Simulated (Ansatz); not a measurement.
Two isomers of C2H4BNO: A = `NB1CC1=O`, B = `B1C=NCO1`.

Calculated with Ansatz (gas phase, PBE0-D4/def2-TZVP geometries, no zero-point term in ΔE). CBS: MP2 limit from def2 TZ/QZ plus the TZ coupled-cluster correction, frozen cores. Functionals use def2-TZVPP. B3LYP here is the variant with VWN-RPA as its local correlation; programs differ in this. Each species was taken in one conformer, which may not be the lowest.

A:

```xyz
9

N     0.368    0.025    1.669
B     0.201   -0.031    0.309
C    -0.808    0.082   -0.884
C     0.664   -0.158   -1.153
O     1.421   -0.208   -2.079
H    -0.386    0.233    2.305
H     1.254   -0.137    2.118
H    -1.284    0.996   -1.240
H    -1.431   -0.803   -1.044
```

B:

```xyz
9

B     0.8276   -0.8795   -0.2431
C    -0.2718   -0.7821    0.8713
N    -0.9050    0.3248    0.7363
C    -0.3542    1.0270   -0.3767
O     0.7017    0.2659   -0.9536
H     1.6461   -1.6965   -0.5224
H    -0.5593   -1.4530    1.6772
H    -1.1252    1.1977   -1.1345
H     0.0401    1.9958   -0.0544
```

(1) Which is lower in electronic energy at CCSD(T)/CBS, and by how much? (Best estimate.)

(2) Give E(B) − E(A) in kcal/mol with PBE-D4, CCSD/def2-TZVPP, r2SCAN-D4, CCSD(T)/def2-SVP, CCSD(T)/def2-TZVPP, LDA (SPW92), B3LYP-D4. (Best estimate.)

(3) Does the order hold for the free energy at 298.15 K (harmonic terms from PBE0-D4)? (Estimate.)

Largest T1 diagnostic: 0.016.

## Answers

(1) Computed: B, by 33.5 kcal/mol.

(2) Ansatz gave: PBE-D4 -26.2, CCSD/def2-TZVPP -34.0, r2SCAN-D4 -29.0, CCSD(T)/def2-SVP -34.5, CCSD(T)/def2-TZVPP -34.1, LDA (SPW92) -28.3, B3LYP-D4 -29.5. None reverses the order clearly.

(3) The calculation gave: Yes: G(B) − G(A) = -29.2 kcal/mol, for one conformer each.

From PBE to PBE0 (25 % exact exchange), in def2-TZVPP and without D4, E(B) − E(A) moves by −2.9 kcal/mol. In def2-TZVPP, CCSD(T) changes the Hartree–Fock value by +2.0 kcal/mol (the triples alone add −0.0 kcal/mol) and MP2 by +3.0 kcal/mol.
